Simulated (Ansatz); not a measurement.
A trace of molecular dynamics of AlH6NO2Si (11 atoms, charge 0, multiplicity 1).

All numbers below come from Ansatz 0.2.0, RKS B3LYP-D4/def2-SVP.

```yaml
ensemble: NVE (Milne-controlled integrator)
starting_velocities_drawn_for: 1000 K
seed: 226399
```

| time (fs) | T (K) | potential energy less start (eV) | conserved less start (meV/atom) |
| --- | --- | --- | --- |
| 0 | 1000 | 0.000 | 0.00 |
| 5 | 821 | 0.208 | -0.01 |
| 10 | 483 | 0.601 | -0.01 |
| 15 | 580 | 0.488 | 0.01 |
| 20 | 752 | 0.288 | 0.00 |
| 25 | 563 | 0.508 | -0.01 |
| 30 | 356 | 0.749 | -0.01 |
| 35 | 535 | 0.541 | 0.00 |
| 40 | 514 | 0.566 | 0.00 |
| 45 | 541 | 0.534 | -0.02 |
| 50 | 520 | 0.559 | -0.01 |
| 55 | 680 | 0.372 | 0.00 |
| 60 | 538 | 0.537 | -0.01 |
| 65 | 411 | 0.685 | -0.01 |
| 70 | 737 | 0.306 | -0.01 |
| 75 | 783 | 0.253 | 0.00 |
| 80 | 517 | 0.562 | 0.00 |
| 85 | 641 | 0.417 | -0.01 |
| 90 | 850 | 0.175 | 0.00 |
| 95 | 677 | 0.376 | -0.01 |
| 100 | 415 | 0.681 | 0.00 |
| 105 | 437 | 0.655 | 0.00 |
| 110 | 615 | 0.447 | -0.01 |
| 115 | 439 | 0.653 | -0.01 |
| 120 | 403 | 0.694 | -0.01 |
| 125 | 491 | 0.592 | 0.00 |

Task: Is this trajectory sound?

Result: The conserved energy stayed within 0.036 meV per atom of its start (net change -0.0022 meV per atom), so the integration is sound. Over the second half the temperature averaged 0.57 of the 1000 K drawn at the start: a run that starts near a minimum puts about half its kinetic energy into the potential. A run of 0.12 ps of so small a system gives no equilibrium averages. The time step was 0.5 fs.

Run time: 5.5 min on 4 threads of Arm Neoverse V1, with other jobs on the host, peak memory 0.24 GiB.
